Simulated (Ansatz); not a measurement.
`[F][GaH][SeH]` + `O[SiH3]` → `[F][GaH][O][SiH3]` + H₂Se  (ligand exchange at a Ga–Se bond)

Isolated molecules relaxed with PBE0-D4/def2-TZVP in Ansatz; ΔE leaves out vibrations. CCSD(T)/CBS adds triple-zeta CCSD(T) − MP2 to the extrapolated MP2 energy (def2 sets, frozen cores). For Ga, Se outer-core shells are correlated without core-valence functions, which leaves a few kJ/mol of doubt a bond. Scalar relativity is left out up to krypton. One conformer a species, not always the lowest.

```csv
species,CCSD(T)/CBS(def2) energy (Eh)
`[F][GaH][SeH]`,-4425.71391
`O[SiH3]`,-366.69042
`[F][GaH][O][SiH3]`,-2390.49581
H₂Se,-2401.89790
```

**Question.** Work out ΔE.

**Answer.** ΔE = (-2390.49581) + (-2401.89790) − (-4425.71391) − (-366.69042) = 0.01062 Eh = +6.7 kcal/mol.

**Question.** What do rigid-rotor, harmonic-oscillator terms from PBE0-D4/def2-TZVP frequencies (298.15 K, 1 bar) make of the CCSD(T)/CBS value? (An estimate is asked.)

**Answer.** Ansatz gave: ΔZPE = -2.3 kcal/mol, ΔH = +4.9 kcal/mol, ΔS = 4 J/(mol·K), ΔG = +4.6 kcal/mol. Modes under 50 cm⁻¹ make the entropy rough.

Largest T1 diagnostic among the species: 0.014.

Leaving LDA and LC-ωPBE aside and taking each functional with its dispersion term where it has one, the values, not all of them listed here, spread over 3.6 kcal/mol, from CAM-B3LYP-D4 to PBE-D4. At CCSD(T), def2-SVP lies −4.6 kcal/mol from the extrapolated value and def2-TZVPP −1.4 kcal/mol.
